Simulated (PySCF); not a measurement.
# Reading the logs of faulty runs: B2GeH5O

Calculated results; nothing here was measured. The program is PySCF 2.14.0, an open-source quantum chemistry code, run on an isolated molecule that a program drew, which may never have been made. The molecule is B2GeH5O (charge 0, doublet), drawn as the SMILES string `[BH][GeH]([BH2])[OH]`.

Each row is a Hartree-Fock (HF) and frozen-core CCSD(T) single point in the cc-pVDZ basis, meant for a local HF minimum. Run 1 is clean. Each other run has one planted mistake out of seven kinds, and not every kind appears here: one electron removed, one electron added, multiplicity raised by two, geometry at a saddle point, minimal basis STO-3G, one bond length entered in bohr, all coordinates scaled. The reference is restricted for singlets and unrestricted otherwise, and also for a bond in bohr. Adding or removing an electron swaps singlet and doublet. Electrons count all cores. HOMO and LUMO are orbital energies over both spins, the gradient is its largest component, and the lowest frequency (negative if imaginary) is given only where the gradient is small. Bond lengths are over the 8 bonds as drawn. T1 is the CCSD diagnostic: over 0.02 (restricted) or 0.045 (unrestricted) a single reference is doubtful. Germanium has the cc-pVDZ-PP basis, with a core potential (ECP10MDF) in place of its 10 inner electrons, and its 3s, 3p and 3d shells are frozen in CCSD(T).

Geometry of the clean run:
```xyz
9
B2GeH5O, angstrom
B    -0.3454    2.4749   -0.0462
Ge   -0.7271    0.7858    1.0788
B     0.7113   -0.7118    0.8928
O    -2.3568    0.2054    0.5939
H     0.6081    3.1941   -0.1035
H    -0.7987    1.2111    2.5622
H     0.4435   -1.8012    0.4704
H     1.8434   -0.4858    1.2156
H    -2.6035   -0.6268    0.9700
```

```
run  electrons  basis functions  <S^2>  HOMO (eV)  LUMO (eV)  gradient (hartree/bohr)  lowest frequency (cm^-1)  mean bond (Å)  longest bond (Å)      T1  HF (hartree)  CCSD(T) (hartree)                          mistake
  1         55               90  0.757      -8.93       0.73                  1.5e-05                       103         1.5038             2.085  0.0158    -420.42497         -420.90630                         no fault
  2         55               90  1.591      -8.78       0.66                  8.1e-03                         -         1.7356             3.940  0.0401    -420.33676         -420.80100  one bond length entered in bohr
  3         56               90  0.000      -0.31       5.63                  3.3e-02                         -         1.5038             2.085  0.0756    -420.38535         -420.92963               one electron added
  4         54               90  0.000     -15.84      -6.46                  4.6e-02                         -         1.5038             2.085  0.0218    -420.14118         -420.61570             one electron removed
  5         55               90  3.786      -7.53      -1.83                  4.8e-02                         -         1.5038             2.085  0.0331    -420.30891         -420.78852       multiplicity raised by two
  6         55               90  0.757      -8.88       0.79                  5.0e-02                         -         1.4361             1.991  0.0158    -420.40740         -420.88281                                ?
```

**Which mistake was planted in run 6, and what did it cost?**

The mean and the longest bond both change by the same factor, 0.955, and the gradient is no longer small. So the mistake is: all coordinates scaled. Subtracting run 1 and multiplying by 627.51 kcal/mol a hartree, the energy moved by 11.0 kcal/mol in HF and 14.7 kcal/mol in CCSD(T).

Cautions from the logs. Run 3: T1 is over the limit, so its CCSD(T) energy is less reliable; run 4: T1 is over the limit, so its CCSD(T) energy is less reliable.
